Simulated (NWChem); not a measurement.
C2H7S cation; SMILES C[SH+]C

```xyz
10

C      0.5198     0.0017    -1.4369
S     -0.5944     0.0712     0.0000
C      0.5198     0.0017     1.4369
H      1.2387    -0.8328    -1.3428
H     -0.1229    -0.1122    -2.3312
H      1.0359     0.9801    -1.4761
H     -1.0316    -1.2289     0.0000
H      1.2387    -0.8328     1.3428
H     -0.1229    -0.1122     2.3312
H      1.0359     0.9801     1.4761
```
Atoms are numbered in this order, from 1.

Geometry: optimised at PBE-D3(BJ)/def2-SVP.

Symmetry labels are those of Cs in the frame above (b1 and b2, or b-type labels, depend on it).

Task: List the 6 lowest vertical singlet excitations from B3LYP/6-31G* (spherical d), full TDDFT (NWChem).

Result: 
| state | energy (eV) | oscillator strength | symmetry | leading excitation (squared amplitude) |
|---|---|---|---|---|
| S1 | 8.10 | 0.046 | a' | HOMO → LUMO (0.96) |
| S2 | 8.45 | 0.070 | a" | HOMO → LUMO+1 (0.92) |
| S3 | 9.42 | 0.043 | a" | HOMO−1 → LUMO (0.81) |
| S4 | 9.44 | 0.014 | a' | HOMO → LUMO+2 (0.95) |
| S5 | 9.83 | 0.013 | a' | HOMO−1 → LUMO+1 (0.83) |
| S6 | 9.95 | 0.009 | a' | HOMO−2 → LUMO (0.84) |
